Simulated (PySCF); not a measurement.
Isomers of C4H14Si2, mass 118.063 u with the commonest isotopes. Method: PBE0/def2-SVPD in PySCF (dipole) on a GFN2-xTB geometry, gas phase. One conformer each, none proved a minimum here; rigid rotors.

Question: Order these by radius of gyration √(Σ m r²/M), largest first.
A. `[CH3:1][SiH2:2][SiH2:3][CH:4]([CH3:5])[CH3:6]` with C1–Si2–Si3–C4 59°, Si2–Si3–C4–C5 180°
B. `[CH3:1][CH2:2][C@H:3]([SiH3:4])[SiH2:5][CH3:6]` with C1–C2–C3–Si4 -171°, C2–C3–Si5–C6 50°
C. `[CH3:1][CH:2]([CH3:3])[SiH2:4][CH2:5][SiH3:6]` with C1–C2–Si4–C5 62°, C2–Si4–C5–Si6 180°

Answer: C (2.281 Å), A (2.164 Å), B (2.022 Å).

Question: Order these by rotational constant B, smallest first.
A. `[CH3:1][CH:2]([CH3:3])[SiH2:4][CH2:5][SiH3:6]` with C1–C2–Si4–C5 62°, C2–Si4–C5–Si6 180°
B. `[CH3:1][CH2:2][C@H:3]([SiH3:4])[SiH2:5][CH3:6]` with C1–C2–C3–Si4 -171°, C2–C3–Si5–C6 50°
C. `[CH3:1][SiH2:2][SiH2:3][CH:4]([CH3:5])[CH3:6]` with C1–Si2–Si3–C4 59°, Si2–Si3–C4–C5 180°

Answer: A (912.7 MHz), C (1087 MHz), B (1748 MHz).

Question: Order these by out-of-plane moment Σ m c² = (Ia + Ib − Ic)/2, smallest first.
A. `[CH3:1][SiH2:2][SiH2:3][CH:4]([CH3:5])[CH3:6]` with C1–Si2–Si3–C4 59°, Si2–Si3–C4–C5 180°
B. `[CH3:1][CH:2]([CH3:3])[SiH2:4][CH2:5][SiH3:6]` with C1–C2–Si4–C5 62°, C2–Si4–C5–Si6 180°
C. `[CH3:1][CH2:2][C@H:3]([SiH3:4])[SiH2:5][CH3:6]` with C1–C2–C3–Si4 -171°, C2–C3–Si5–C6 50°

Answer: C (49.60 u·Å²), B (52.06 u·Å²), A (52.88 u·Å²).

```tsv
SMILES	point group	Ia (u·Å²)	Ib (u·Å²)	Ic (u·Å²)	κ	μa (D)	μb (D)	μc (D)
CC[C@H]([SiH3])[SiH2]C	C1	243.35	289.07	433.22	0.28	0.43	0.66	0.37
C[SiH2][SiH2]C(C)C	C1	140.59	465.05	499.87	-0.94	0.23	0.80	0.64
CC(C)[SiH2]C[SiH3]	Cs	112.72	553.71	562.31	-0.99	0.90	0.01	0.68
```
